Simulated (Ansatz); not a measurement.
Geometry optimisation, RHF/def2-TZVP (Ansatz 0.2.0).

The input (input.yaml):

```yaml
crystal:
  periodic: [false, false, false]
  atoms:
    - { symbol: B, position_ang: [-0.015868, 0.193567, 0.017656] }
    - { symbol: H, position_ang: [-0.055666, 0.444199, 1.17375] }
    - { symbol: F, position_ang: [1.118622, 0.122632, -0.61842] }
    - { symbol: F, position_ang: [-1.11405, 0.040557, -0.666623] }
    - { symbol: P, position_ang: [0.12689, -2.724757, 1.130374] }
    - { symbol: H, position_ang: [-0.574964, -2.549066, -0.071336] }
    - { symbol: H, position_ang: [1.405189, -2.560618, 0.573522] }
    - { symbol: H, position_ang: [0.006847, -1.388916, 1.573377] }
basis:
  gaussian: { orbitals: def2-TZVP }
hamiltonian:
  xc: hf
relax:
  f_tol: 0.03
  max_steps: 50
output:
  orbitals: {}
```

Run as:

```bash
$ ansatz run input.yaml --threads 4 --pin off --max-ram 5120MiB --backend cpu --events-out ev --progress --plain --runs-dir out
```

**Question.** Where does it end, and by what steps?

**Answer.** It converged. After 15 steps the energy has fallen by 0.342 eV; H8 moved furthest, 1.31 Å.

| step | energy less start (eV) | largest force component (eV/Å) | accepted |
| --- | --- | --- | --- |
| 0 | 0.0000 | 0.706 | yes |
| 1 | -0.1525 | 1.234 | yes |
| 2 | -0.2552 | 1.412 | yes |
| 3 | -0.2784 | 1.309 | yes |
| 4 | -0.3034 | 0.930 | yes |
| 5 | -0.3317 | 0.293 | yes |
| 6 | -0.3375 | 0.033 | yes |
| 7 | -0.3396 | 0.085 | yes |
| 8 | -0.3403 | 0.062 | yes |
| 9 | -0.3408 | 0.082 | yes |
| 10 | -0.3399 | 0.165 | no |
| 11 | -0.3412 | 0.058 | yes |
| 12 | -0.3413 | 0.051 | yes |
| 13 | -0.3414 | 0.042 | yes |
| 14 | -0.3415 | 0.034 | yes |
| 15 | -0.3416 | 0.025 | yes |

```xyz
8
Properties=species:S:1:pos:R:3
B -0.036 0.895 -0.258
H -0.074 1.399 0.812
F 1.098 0.673 -0.854
F -1.126 0.550 -0.876
P 0.278 -3.517 1.195
H -0.600 -3.028 0.212
H 1.413 -2.838 0.715
H -0.055 -2.556 2.166
```

Whether the end is a true minimum wasn't checked by a vibrational analysis.

Run time: 17 s on 4 threads of Arm Neoverse V2, on a shared host, peak memory 0.3 GiB.
